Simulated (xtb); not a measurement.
F3Hf (SMILES [F][Hf]([F])[F]), doublet, from a rough starting geometry (GFN-xTB shapes and energies of metal compounds can be far from the true ones) (the multiplicity is a formal guess); GFN2-xTB run with xtb.

Here is a job for xtb.
```
$ xtb mol.xyz --gfn 2 --uhf 1 --opt vtight --json

# file mol.xyz
4

Hf    -0.00329875     0.24336762     0.05171573
F      1.78391273    -0.30738011    -0.13616556
F     -0.86259141    -0.49775982     1.55729363
F     -0.92158591     0.61645091    -1.44164761
```

What does xtb print? Leave out banner, timings and long lists.


```
   ID    Z sym.   atoms
    1   72 Hf     1
    2    9 F      2-4

           -------------------------------------------------
          |                Calculation Setup                |
           -------------------------------------------------

           -------------------------------------------------
          |                 G F N 2 - x T B                 |
           -------------------------------------------------

          ...................................................
          :                      SETUP                      :
          :.................................................:
          :  # basis functions                  22          :
          :  # atomic orbitals                  21          :
          :  # shells                            9          :
          :  # electrons                        25          :
          :  max. iterations                   250          :
          :  Hamiltonian                  GFN2-xTB          :
          :  restarted?                      false          :
          :  GBSA solvation                  false          :
          :  PC potential                    false          :
          :  electronic temp.          300.0000000     K    :
          :  accuracy                    1.0000000          :
          :  -> integral cutoff          0.2500000E+02      :
          :  -> integral neglect         0.1000000E-07      :
          :  -> SCF convergence          0.1000000E-05 Eh   :
          :  -> wf. convergence          0.1000000E-03 e    :
          :  Broyden damping             0.4000000          :
          :  net charge                          0          :
          :  unpaired electrons                  1          :
          ...................................................

 iter      E             dE          RMSdq      gap      omega  full diag
   1     -2.7264527 -0.272645E+01  0.472E+01    0.38       0.0  T
   2    -13.7667180 -0.110403E+02  0.238E+01    0.08       1.0  T
   3    -14.7813221 -0.101460E+01  0.163E+01    0.27       1.0  T
   4    -15.4743358 -0.693014E+00  0.135E+01    0.62       1.0  T
   5    -15.3633790  0.110957E+00  0.119E+01    0.58       1.0  T
   6    -14.8718213  0.491558E+00  0.110E+01    0.90       1.0  T
   7    -14.0820514  0.789770E+00  0.160E+01    0.90       1.0  T
   8    -14.3249173 -0.242866E+00  0.157E+01    0.91       1.0  T
   9    -15.0404447 -0.715527E+00  0.104E+01    0.90       1.0  T
[...]
         :: total energy             -15.845362422854 Eh    ::
 * total energy  :   -15.8453624 Eh     change       -0.8876455E-10 Eh
 * total energy  :   -15.8472855 Eh     change       -0.1923041E-02 Eh
 * total energy  :   -15.8480674 Eh     change       -0.7819749E-03 Eh
 * total energy  :   -15.8481135 Eh     change       -0.4604595E-04 Eh
 * total energy  :   -15.8481323 Eh     change       -0.1876953E-04 Eh
 * total energy  :   -15.8481445 Eh     change       -0.1219659E-04 Eh
 * total energy  :   -15.8481457 Eh     change       -0.1258446E-05 Eh
 * total energy  :   -15.8481461 Eh     change       -0.3803289E-06 Eh
 * total energy  :   -15.8481461 Eh     change       -0.2970754E-07 Eh
   *** GEOMETRY OPTIMIZATION CONVERGED AFTER 9 ITERATIONS ***
         :: total energy             -15.848146119508 Eh    ::
[...]
        18                         -0.2234786              -6.0812
        19                          0.0699066               1.9023
        20                          0.2523830               6.8677
        21                          0.2530099               6.8848
      -------------------------------------------------------------
                  HL-Gap            0.0422712 Eh            1.1503 eV
             Fermi-level           -0.4009057 Eh          -10.9092 eV

     #   Z          covCN         q      C6AA      α(0)
     1  72 Hf       1.913     0.889   596.030    66.924
     2   9 F        0.638    -0.296    12.309     4.140
     3   9 F        0.638    -0.296    12.310     4.140
     4   9 F        0.638    -0.296    12.309     4.140

 Mol. C6AA /au·bohr⁶  :       1130.785144
 Mol. C8AA /au·bohr⁸  :     147263.079288
 Mol. α(0) /au        :         79.344537

Wiberg/Mayer (AO) data.
largest (>0.10) Wiberg bond orders for each atom

 ---------------------------------------------------------------------------
     #   Z sym  total        # sym  WBO       # sym  WBO       # sym  WBO
 ---------------------------------------------------------------------------
     1  72 Hf   3.214 --     2 F    1.071     4 F    1.071     3 F    1.071
     2   9 F    1.210 --     1 Hf   1.071
     3   9 F    1.210 --     1 Hf   1.071
     4   9 F    1.210 --     1 Hf   1.071
 ---------------------------------------------------------------------------

Topologies differ in total number of bonds
Writing topology from bond orders to xtbtopo.mol

molecular dipole:
                 x           y           z       tot (Debye)
 q only:        0.081       0.508       0.187
   full:        0.083       0.524       0.194       1.436
molecular quadrupole (traceless):
                xx          xy          yy          xz          yz          zz
 q only:       -2.445       1.085       4.163       0.403       2.485      -1.718
  q+dip:       -2.649       1.175       4.510       0.437       2.693      -1.861
   full:       -2.859       1.268       4.871       0.475       2.908      -2.013

optimized geometry written to: xtbopt.xyz

           -------------------------------------------------
          | TOTAL ENERGY              -15.848146119508 Eh   |
          | GRADIENT NORM               0.000030809675 Eh/α |
          | HOMO-LUMO GAP               1.150256756016 eV   |
           -------------------------------------------------

normal termination of xtb
```
